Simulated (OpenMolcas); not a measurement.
**Multiconfigurational calculation on Hf**

Input:

```
&GATEWAY
Coord
1

Hf 0.0 0.0 0.0
Basis=ANO-RCC-VDZ
Group=XYZ
NoMove
AngMom=0.0 0.0 0.0
AMFI
RX2C
&SEWARD
&RASSCF
FileOrb=start.orb
Symmetry=1
Spin=5
nActEl=4 0 0
Inactive=15 19
Ras2=6 0
CIRoot=10 10 1
SDav=15
CIMx=300
Iter=120 100
PrWF=0.3
OrbListing=Nothing
MaxOrb=0
Atom
>>> COPY $Project.JobIph JOB001
&RASSCF
FileOrb=start.orb
Symmetry=1
Spin=3
nActEl=4 0 0
Inactive=15 19
Ras2=6 0
CIRoot=19 19 1
SDav=105
CIMx=300
Iter=120 100
PrWF=0.3
OrbListing=Nothing
MaxOrb=0
Atom
>>> COPY $Project.JobIph JOB002
&RASSCF
FileOrb=start.orb
Symmetry=1
Spin=1
nActEl=4 0 0
Inactive=15 19
Ras2=6 0
CIRoot=14 14 1
SDav=105
CIMx=300
Iter=120 100
PrWF=0.3
OrbListing=Nothing
MaxOrb=0
Atom
>>> COPY $Project.JobIph JOB003
&RASSI
NrOfJobIphs=3 10 10 14
1 2 3 4 5 6 7 8 9 10
1 2 3 4 5 6 7 8 9 10
1 2 3 4 5 6 7 8 9 10 11 12 13 14
IphNames
JOB001
JOB002
JOB003
EJob
SpinOrbit
DIPRint=1.0
SOCoupling=1000.0
Subsets=2
MEES
Property=10
'ANGMOM' 1 'ANGMOM' 2 'ANGMOM' 3 'MLTPL  1' 1 'MLTPL  1' 2 'MLTPL  1' 3
'AMFI' 1 'AMFI' 2 'AMFI' 3 'MLTPL  2' 6
SOProperty=3
'ANGMOM' 1 'ANGMOM' 2 'ANGMOM' 3
```

Launched by
```bash
OMP_NUM_THREADS=1 MOLCAS_MEM=2252 MOLCAS_PROJECT=a pymolcas a.inp > a.log  # once for each step of the input, in one work folder
```

A driver script runs the steps one by one and writes start.orb anew before each from the orbitals found so far.

Output, cut to the results:

```
--- SEWARD ---
Basis set label: HF.ANO-RCC...7S6P4D2F.

      Electronic valence basis set:
      ------------------
      Associated Effective Charge  72.000000 au
      Associated Actual Charge     72.000000 au
      Nuclear Model: Point charge

      Shell  nPrim  nBasis  Cartesian Spherical Contaminant
         s      24       7        X
         p      21       6        X
         d      15       4                 X
         f      11       2                 X
RX2C
                  Relativistic X2C integrals
                  Atomic mean-field integrals
--- RASSCF ---
Wave function specifications:
      -----------------------------

      Number of closed shell electrons          68
      Number of electrons in active shells       4
      Max number of holes in RAS1 space          0
      Max nr of electrons in RAS3 space          0
      Number of inactive orbitals               34
      Number of active orbitals                  6
      Number of secondary orbitals              19
      Spin quantum number                      2.0
      State symmetry                             1
Orbital specifications:
      -----------------------

      Symmetry species                           1   2
                                                ag  au
      Frozen orbitals                            0   0
      Inactive orbitals                         15  19
      Active orbitals                            6   0
      RAS1 orbitals                              0   0
      RAS2 orbitals                              6   0
      RAS3 orbitals                              0   0
      Secondary orbitals                         6  13
      Deleted orbitals                           0   0
      Number of basis functions                 27  32
      Number of CSFs                            15
      Number of root(s) required                10
      Iter CI   SX   CI       RASSCF       Energy    max ROT     max BLB   max BLB  Level Ln srch  Step   QN
          iter iter root      energy       change     param      element    value   shift minimum  type update
 Nr of preliminary CI iterations:   1
      Total energies have been shifted. Add               -15000.00 au
        1   1    5    0   -74.71703551    0.00E+00   1.20E-02   17  23 2 -1.44E-02*  0.26   0.00    SX    NO
        2   1    5    0   -74.71760690   -5.71E-04*  4.76E-03   14  28 2 -1.62E-02*  0.26   0.00    SX    NO
        3   1    5    0   -74.71761281   -5.91E-06*  2.33E-03   14  28 2  1.67E-02*  0.26   0.00    SX    NO
        4   1    5    0   -74.71760509    7.72E-06*  2.47E-03   14  28 2 -1.75E-02*  0.26   0.00    SX    NO
        5   1    5    0   -74.71759228    1.28E-05*  1.55E-03   14  28 2  1.83E-02*  0.26   0.49    SX   YES
        6   1    5    0   -74.71773601   -1.44E-04*  7.25E-04   14  28 2 -7.57E-03*  0.26   0.71    QN   YES
        7   1    4    0   -74.71776608   -3.01E-05*  3.97E-04   21  22 1 -1.96E-04*  0.26   1.01    QN   YES
        8   1    3    0   -74.71776621   -1.30E-07*  5.38E-04   21  22 1 -1.13E-04*  0.26   2.36    LS   YES
        9   1    4    0   -74.71776628   -6.45E-08*  1.48E-05   14  28 2  6.78E-05   0.26   1.00    QN   YES
       10   1    3    0   -74.71776628   -2.59E-09   7.00E-07   17  23 2 -1.86E-06   0.26   1.03    QN   YES
      Convergence after 10 iterations
       11   1    3    0   -74.71776628   -1.46E-11   7.00E-07   17  20 2  3.88E-07   0.26   1.03    QN   YES
      Natural orbitals and occupation numbers for root  1
      sym 1:   0.194955   0.194955   0.805045   1.000000   0.805045   1.000000
      Natural orbitals and occupation numbers for root  2
      sym 1:   1.000000   0.774295   0.225705   0.225705   0.774295   1.000000
      Natural orbitals and occupation numbers for root  3
      sym 1:   0.056047   0.943953   0.056047   1.000000   0.943953   1.000000
::    RASSCF root number  1 Total energy: -15074.72835872
::    RASSCF root number  2 Total energy: -15074.72835872
::    RASSCF root number  3 Total energy: -15074.72835872
::    RASSCF root number  4 Total energy: -15074.72835872
::    RASSCF root number  5 Total energy: -15074.72835872
::    RASSCF root number  6 Total energy: -15074.72835872
::    RASSCF root number  7 Total energy: -15074.72835872
::    RASSCF root number  8 Total energy: -15074.69305059
::    RASSCF root number  9 Total energy: -15074.69305059
::    RASSCF root number 10 Total energy: -15074.69305059
--- RASSCF ---
Wave function specifications:
...
--- RASSI ---
SPIN-FREE ENERGIES:
  (Shifted by EMIN (a.u.) =     -15074.7688346787)

 SF State       Relative EMIN(au)   Rel lowest level(eV)    D:o, cm**(-1)      L_eff

    11             0.0000000000        0.0000000000              0.0000         3.0
    12             0.0000000000        0.0000000000              0.0000         3.0
    13             0.0000000000        0.0000000000              0.0000         3.0
    14             0.0000000000        0.0000000000              0.0000         3.0
    15             0.0000000000        0.0000000000              0.0000         3.0
    16             0.0000000000        0.0000000000              0.0000         3.0
    17             0.0000000000        0.0000000000              0.0000         3.0
    18             0.0138756598        0.3775759371           3045.3553         1.0
    19             0.0138756598        0.3775759371           3045.3553         1.0
    20             0.0138756598        0.3775759371           3045.3553         1.0
    21             0.0192252834        0.5231466120           4219.4620         2.0
    22             0.0192252834        0.5231466120           4219.4620         2.0
    23             0.0192252834        0.5231466120           4219.4620         2.0
    24             0.0192252834        0.5231466120           4219.4620         2.0
    25             0.0192252834        0.5231466120           4219.4620         2.0
    26             0.0382467913        1.0407482115           8394.2004         4.0
    27             0.0382467913        1.0407482115           8394.2004         4.0
    28             0.0382467913        1.0407482115           8394.2004         4.0
    29             0.0382467913        1.0407482115           8394.2004         4.0
    30             0.0382467913        1.0407482115           8394.2004         4.0
    31             0.0382467913        1.0407482115           8394.2004         4.0
...
```

Levels above the lowest, from the spin-orbit matrix, grouped by J:

| Configuration | Term | J | E (cm-1) | Measured (cm-1) | g | Term weight % | Second |
| --- | --- | --- | --- | --- | --- | --- | --- |
| 5d2 6s2 | 3F | 2 | 0.0 | 0.0 | 0.693 | 93 | 7 1D |
| 5d2 6s2 | 3F | 3 | 2217 | 2357 | 1.084 | 100 |  |
| 5d2 6s2 | 3F | 4 | 4356 | 4568 | 1.244 | 97 | 3 1G |
| 5d2 6s2 | 3P | 0 | 4661 | 5522 |  | 100 |  |
| 5d2 6s2 | 3P | 2 | 5165 |  | 1.312 | 65 | 31 1D |
| 5d2 6s2 | 3P | 1 | 5208 | 6573 | 1.504 | 100 |  |
| 5d2 6s2 | 1D | 2 | 8682 | 5639 | 1.164 | 63 | 34 3P |
| 5d3 6s | 5F | 1 | 9349 |  | -0.002 | 100 |  |
| 5d3 6s | 5F | 2 | 9933 |  | 1.000 | 100 |  |
| 5d3 6s | 5F | 3 | 10808 |  | 1.251 | 100 |  |
| 5d2 6s2 | 1G | 4 | 11370 | 10533 | 1.007 | 97 | 3 3F |
| 5d3 6s | 5F | 4 | 11975 |  | 1.351 | 100 |  |
| 5d3 6s | 5F | 5 | 13431 |  | 1.401 | 100 |  |

Against the 6 measured excited levels shown (NIST Handbook of Basic Atomic Spectroscopic Data) the mean absolute deviation is 1100 cm-1; the largest miss in energy is 5d2 6s2 1D2 [63 %]: computed 8682, measured 5639 cm-1 (+54.0 %).

Some high roots are left out of the spin-orbit mixing, which shifts the levels that they would mix with. Without dynamic correlation excited terms often stand tens of per cent too high (terms of higher spin than the ground term too low), and those without a measured partner can miss by more than the paired ones. A single d shell beside an s shell can misplace configurations of different d count against each other. Computed and measured levels are paired by configuration, term and J; levels that our copy of the source lacks, or whose pairing is in doubt (as where it misses far off the trend of its configuration), stay unpaired and out of the deviations. Only configurations of the active space appear. The first state left out of the spin-orbit step lies near 21000 cm-1 above the lowest spin-free state of the reference (among the parities and spins computed), and the list stops at four fifths of that energy or lower.

The term weight is that of the spin-free term in the level, not the purity of its configuration. A share in square brackets marks a mixed level and gives the weight of the term that names it.
